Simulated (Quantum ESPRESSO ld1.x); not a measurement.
Au6+, 73 electrons, occupied as [Xe] 4f14 5d5 (the NIST ground configuration). Calculated with ld1.x of Quantum ESPRESSO 7.5: Dirac Kohn-Sham, PBE, spin-unpolarised, spherical densities, point nucleus; open shells fill j = l - 1/2 first.

Unscreened Slater integrals over Kohn-Sham orbitals (hartree). Large and small components are both included. Empty in this configuration: 6p1/2, 6p3/2, 6s1/2.

integral            value
F0(6p3/2,6p3/2)   0.38577
F2(6p3/2,6p3/2)   0.21297
F0(6p3/2,6p1/2)   0.39721
G2(6p3/2,6p1/2)   0.21409
F0(6p3/2,6s1/2)   0.41329
G1(6p3/2,6s1/2)   0.25798
F0(6p3/2,5d5/2)   0.45856
F2(6p3/2,5d5/2)   0.17178
G1(6p3/2,5d5/2)  0.063210
G3(6p3/2,5d5/2)  0.058700
F0(6p3/2,5d3/2)   0.46054
F2(6p3/2,5d3/2)   0.16866
G1(6p3/2,5d3/2)  0.058608
G3(6p3/2,5d3/2)  0.055558
F0(6p1/2,6p1/2)   0.41043
F0(6p1/2,6s1/2)   0.42921
G1(6p1/2,6s1/2)   0.29297
F0(6p1/2,5d5/2)   0.48219
G3(6p1/2,5d5/2)  0.075106
F0(6p1/2,5d3/2)   0.48443
G1(6p1/2,5d3/2)  0.080706
F0(6s1/2,6s1/2)   0.45228
F0(6s1/2,5d5/2)   0.52013
G2(6s1/2,5d5/2)   0.11758
F0(6s1/2,5d3/2)   0.52293
G2(6s1/2,5d3/2)   0.11007
F0(5d5/2,5d5/2)   0.68421
F2(5d5/2,5d5/2)   0.36514
F4(5d5/2,5d5/2)   0.24640
F0(5d5/2,5d3/2)   0.69219
F2(5d5/2,5d3/2)   0.36901
G2(5d5/2,5d3/2)   0.36852
G4(5d5/2,5d3/2)   0.24869
F0(5d3/2,5d3/2)   0.70054
F2(5d3/2,5d3/2)   0.37352
